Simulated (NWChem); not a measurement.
Molecule: C2H6SSe; SMILES CS[Se]C

```xyz
10

Se    -0.4303     0.7965    -0.1036
C      1.3651     1.4801     0.2247
H      1.6160     1.3780     1.2879
H      1.3475     2.5455    -0.0499
H      2.1030     0.9577    -0.3977
S     -0.2035    -1.2560     0.6411
C      0.4169    -2.1560    -0.8070
H     -0.2884    -2.0913    -1.6466
H      0.5063    -3.2074    -0.4920
H      1.4071    -1.7938    -1.1170
```
Atoms are numbered in this order, from 1.

Level: PBE0/def2-SVP (NWChem), optimised geometry, unscaled harmonic frequencies. This build's default masses of Se (78.918 u) and Br (79.917 u) are each other's, which moves their modes by up to 0.6 %.

```tsv
frequency (cm⁻¹)	IR intensity (km/mol)
90	1.2
127	0.1
149	0.1
199	1.3
221	0.7
408	1.5
603	2.8
718	2.2
900	11.0
906	5.7
960	5.3
962	9.1
1286	3.4
1323	2.1
1426	12.3
1432	10.1
1443	4.4
1449	16.7
3060	15.4
3070	10.6
3172	2.0
3187	1.8
3188	2.6
3207	0.9
```

```json
{
 "zero_point_energy": "47.8 kcal/mol",
 "thermal correction to the enthalpy at 298.15 K (with zero-point energy)": "52.7 kcal/mol",
 "heat capacity Cv": "21.2 cal/(mol K)",
 "entropy at 298.15 K and 1 atm (symmetry number 1)": "83.3 cal/(mol K)",
 "dipole_moment": "1.97 D"
}
```

Rigid rotor and harmonic oscillator; modes under 100 cm⁻¹ make the entropy uncertain.
